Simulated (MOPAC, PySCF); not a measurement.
AlBr2F, SMILES `[Br][Al]([Br])[F]`, neutral singlet in the gas phase. 

Cartesian coordinates (Å):
```xyz
4

F     -0.0468     1.7689    -0.0156
Al    -0.0035     0.1299    -0.0012
Br     1.9774    -0.8977     0.0073
Br    -1.9271    -1.0011     0.0095
```
Charge 0, multiplicity 1.

All levels are single points at this geometry (B3LYP-D3(BJ)/def2-TZVP); Pople sets use spherical d functions. Orbital energies aren't observables, and empty levels follow the basis.

| level | HOMO (eV) | LUMO (eV) | gap (eV) | dipole (D) | vertical IE, Delta-SCF (eV) |
|---|---|---|---|---|---|
| B3LYP-D3(BJ)/def2-TZVP in PySCF | -8.62 | -1.83 | 6.79 | 0.64 | 10.92 |
| PBE-D3(BJ)/def2-TZVP in PySCF | -7.60 | -2.39 | 5.21 | 0.64 | 10.56 |
| B3LYP/6-311+G** (LANL2DZ on Br) in PySCF | -8.66 | -2.04 | 6.61 | 0.50 | – |
| BP86/6-31G* in PySCF | -7.63 | -2.45 | 5.18 | 0.32 | – |
| SVWN5/6-31G* in PySCF | -7.68 | -2.66 | 5.02 | 0.38 | 10.74 |
| HF/3-21G in PySCF | -11.70 | 1.52 | 13.22 | 0.17 | – |
| PM3 in MOPAC | -12.81 | -3.79 | 9.02 | 2.22 | – |
| PM6 in MOPAC | -11.14 | -0.09 | 11.05 | 0.74 | – |
| PM7 in MOPAC | -10.45 | -0.69 | 9.76 | 0.81 | – |
